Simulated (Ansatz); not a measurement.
One change: `[F][Al]([Cl])[O][SiH3]` becomes `FB(Cl)O[SiH3]`.

Ansatz, PBE0-D4/def2-TZVP geometries, multiplicity 1. Each molecule was computed in one conformer, which needn't be the lowest.

```json
{"property": "HOMO–LUMO gap (PBE0/def2-TZVPP) / eV", "`[F][Al]([Cl])[O][SiH3]`": "7.92"}
{"property": "HOMO energy (B3LYP/def2-TZVPP) / eV", "`[F][Al]([Cl])[O][SiH3]`": "-8.86"}
{"property": "HOMO–LUMO gap (PBE/def2-TZVPP) / eV", "`[F][Al]([Cl])[O][SiH3]`": "5.60"}
{"property": "HOMO energy (ωB97M-V/def2-TZVPP) / eV", "`[F][Al]([Cl])[O][SiH3]`": "-11.38"}
{"property": "LUMO energy (ωB97M-V/def2-TZVPP) / eV", "`[F][Al]([Cl])[O][SiH3]`": "0.48"}
{"property": "LUMO energy (B3LYP/def2-TZVPP) / eV", "`[F][Al]([Cl])[O][SiH3]`": "-1.46"}
```

Question: What does the change do to each property? (An estimate is asked.)

Answer: The calculation gave: 
| property | `FB(Cl)O[SiH3]` | shift |
| --- | --- | --- |
| HOMO–LUMO gap (PBE0/def2-TZVPP) / eV | 9.08 | 1.16 |
| HOMO energy (B3LYP/def2-TZVPP) / eV | -8.98 | -0.12 |
| HOMO–LUMO gap (PBE/def2-TZVPP) / eV | 6.70 | 1.10 |
| HOMO energy (ωB97M-V/def2-TZVPP) / eV | -11.61 | -0.23 |
| LUMO energy (ωB97M-V/def2-TZVPP) / eV | 1.43 | 0.95 |
| LUMO energy (B3LYP/def2-TZVPP) / eV | -0.44 | 1.02 |

With PBE0 the HOMO falls by 0.20 eV and the LUMO rises by 0.95 eV, so the gap widens by about 1.15 eV. PBE moves the HOMO by -0.14 eV and ωB97M-V by -0.23 eV.

Positive LUMOs are unbound, so they and the gaps depend on the basis.

B3LYP here is the variant with VWN-RPA as its local correlation; programs differ in this.
